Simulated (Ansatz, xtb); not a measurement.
C3H10Ge: which of two conformers lies lower

We compare I, `C[CH2][GeH2][CH3]`, a singlet, with II, `C[CH2][GeH2][CH3]`, a singlet. Both are isolated molecules in the gas phase, relaxed with B3LYP-D3(BJ)/def2-SVP.

I (Å):

```csv
atom,x (Å),y (Å),z (Å)
C,-3.5396,-1.4222,1.4027
C,-2.0244,-1.6176,1.3059
C,0.9008,-0.3274,0.7478
Ge,-1.0326,0.0266,0.8439
H,-3.9634,-1.0664,0.4492
H,-4.0572,-2.3611,1.6617
H,-3.8032,-0.6792,2.1734
H,-1.7764,-2.3774,0.5452
H,-1.6170,-1.9916,2.2607
H,-1.5371,0.5622,-0.5197
H,-1.3154,1.1119,1.9131
H,1.2695,-0.6972,1.7167
H,1.4535,0.5887,0.4912
H,1.1117,-1.0882,-0.0193
```

II (Å):

```yaml
atoms:
  - { symbol: C, position_ang: [-3.5692, 0.3431, 1.6596] }
  - { symbol: C, position_ang: [-2.2074, 0.9610, 1.9888] }
  - { symbol: C, position_ang: [-1.0153, 0.4191, -0.9733] }
  - { symbol: Ge, position_ang: [-0.7153, 0.1773, 0.9575] }
  - { symbol: H, position_ang: [-3.8303, 0.4760, 0.5967] }
  - { symbol: H, position_ang: [-3.5830, -0.7401, 1.8653] }
  - { symbol: H, position_ang: [-4.3789, 0.7998, 2.2530] }
  - { symbol: H, position_ang: [-2.2133, 2.0463, 1.7901] }
  - { symbol: H, position_ang: [-1.9744, 0.8437, 3.0603] }
  - { symbol: H, position_ang: [0.6171, 0.8510, 1.3673] }
  - { symbol: H, position_ang: [-0.6136, -1.3357, 1.2760] }
  - { symbol: H, position_ang: [-0.1848, -0.0102, -1.5534] }
  - { symbol: H, position_ang: [-1.9475, -0.0777, -1.2819] }
  - { symbol: H, position_ang: [-1.0934, 1.4901, -1.2157] }
```

Estimate which is lower in electronic energy at CCSD(T)/def2-SVP + ΔMP2/def2-TZVPP, and by roughly how much.

Too close to call at this level: CCSD(T)/def2-SVP + ΔMP2/def2-TZVPP gives E(II) − E(I) = −0.08 kcal/mol.

Level by level:

| level | geometry | E(II) − E(I) (kcal/mol) | departure from the last row (kcal/mol) | job, with rough time for the two |
| --- | --- | --- | --- | --- |
| B3LYP-D3(BJ)/def2-SVP | B3LYP-D3(BJ)/def2-SVP | −0.10 | −0.02 | optimisation, 23 s |
| HF/def2-SVP | B3LYP-D3(BJ)/def2-SVP | +0.20 | +0.28 | part of the CCSD(T) run |
| MP2/def2-SVP | B3LYP-D3(BJ)/def2-SVP | −0.02 | +0.06 | part of the CCSD(T) run |
| CCSD(T)/def2-SVP | B3LYP-D3(BJ)/def2-SVP | 0.00 | +0.08 | single point |
| CCSD(T)/def2-SVP + ΔMP2/def2-TZVPP | B3LYP-D3(BJ)/def2-SVP | −0.08 |  | single point, 24 s |

The largest departure from CCSD(T)/def2-SVP + ΔMP2/def2-TZVPP is that of HF/def2-SVP, 0.28 kcal/mol. Levels run at GFN2-xTB geometries aren't shown. The last row adds to CCSD(T) the change of the MP2 difference between the two basis sets, here −0.08 kcal/mol.

With harmonic frequencies from B3LYP-D3(BJ)/def2-SVP (ideal gas, rigid rotor, one conformer each, 298.15 K, 1 atm): on the last row, ΔE + ΔZPE = −0.04, ΔH = −0.07, ΔG = −0.01 kcal/mol.

The correlated steps freeze 12 core orbitals; the filled d shell of Ge is correlated, in a basis made for valence electrons. Mirror images aren't counted in ΔG. Programs: Ansatz 0.2.0; the last row on 2 threads of AMD EPYC 9R45 96-Core Processor (Zen 5) on a shared host.
